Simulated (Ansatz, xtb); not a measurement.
**Relative energy of two isomers of C4H6N2S**

Structure X is `Cc1cn(S)cn1`, a singlet and structure Y is `Cc1nccn1S`, a singlet. Both are isolated molecules in the gas phase, relaxed with r2SCAN-D4/def2-SVP; the shapes shown needn't be the lowest conformers.

X (Å):

```xyz
13

C     1.6604   -1.4887    0.3901
C     0.5967   -0.5371   -0.0405
C     0.7282    0.7548   -0.5001
C    -1.4061    0.1432   -0.4504
N    -0.5671    1.1894   -0.7569
N    -0.7382   -0.8955   -0.0188
S    -1.0249    2.7098   -1.4065
H     2.6595   -1.0388    0.3027
H     1.6345   -2.4040   -0.2229
H     1.5066   -1.7985    1.4363
H     1.5851    1.4019   -0.6741
H    -1.1361    3.3754   -0.2272
H    -2.4869    0.2298   -0.5745
```

Y (Å):

```xyz
13

C     0.8028   -1.5425    0.4948
C     0.6868   -0.1138    0.1022
C     1.0874    1.9705   -0.2865
C    -0.2150    1.7829   -0.6729
N     1.6295    0.7974    0.1873
N    -0.4698    0.4378   -0.4276
S    -1.9751   -0.3510   -0.6648
H     1.8158   -1.7058    0.8828
H     0.6360   -2.2194   -0.3592
H     0.0718   -1.8153    1.2730
H     1.6689    2.8922   -0.3207
H    -0.9820    2.4348   -1.0848
H    -1.7473   -0.7859   -1.9319
```

Quicker runs give these differences E(Y) − E(X): GFN2-xTB −0.071 eV; HF/STO-3G −0.065 eV (at GFN2-xTB geometries); r2SCAN-D4/def2-SVP//GFN2-xTB −0.066 eV.

**Question.** Estimate E(Y) − E(X) at the level CCSD(T)/def2-SVP + ΔMP2/def2-TZVPP.

**Answer.** CCSD(T)/def2-SVP + ΔMP2/def2-TZVPP gives E(Y) − E(X) = −0.048 eV, slightly favouring structure Y, which is too small a margin to settle the true order.

The same difference at several levels:

| level | geometry | E(Y) − E(X) (eV) | departure from the last row (eV) | job, with rough time for the two |
| --- | --- | --- | --- | --- |
| GFN2-xTB | GFN2-xTB | −0.071 | −0.024 | optimisation, 0.16 s |
| HF/STO-3G | GFN2-xTB | −0.065 | −0.018 | single point, 0.64 s |
| r2SCAN-D4/def2-SVP//GFN2-xTB | GFN2-xTB | −0.066 | −0.018 | single point, 4 s |
| r2SCAN-D4/def2-SVP | r2SCAN-D4/def2-SVP | −0.068 | −0.020 | optimisation, 35 s |
| HF/def2-SVP | r2SCAN-D4/def2-SVP | −0.042 | +0.006 | part of the CCSD(T) run |
| MP2/def2-SVP | r2SCAN-D4/def2-SVP | −0.044 | +0.004 | part of the CCSD(T) run |
| CCSD(T)/def2-SVP | r2SCAN-D4/def2-SVP | −0.045 | +0.003 | single point |
| CCSD(T)/def2-SVP + ΔMP2/def2-TZVPP | r2SCAN-D4/def2-SVP | −0.048 |  | single point, 63 s |

As drawn, both hold the same kinds of bond in the same numbers.

The largest departure from CCSD(T)/def2-SVP + ΔMP2/def2-TZVPP is that of GFN2-xTB, 0.024 eV. The last row adds to CCSD(T) the change of the MP2 difference between the two basis sets, here −0.003 eV.

With thermal terms from frequencies at re-optimised GFN2-xTB minima (ideal gas, soft modes damped towards free rotors, one conformer each, 298.15 K, 1 atm): on the last row, ΔE + ΔZPE = −0.048, ΔH = −0.050, ΔG = −0.043 eV.

The correlated steps freeze 11 core orbitals. Run with Ansatz 0.2.0, xtb 6.7.1; the last row on 2 threads of Intel(R) Xeon(R) Platinum 8488C (Sapphire Rapids) on a shared host.
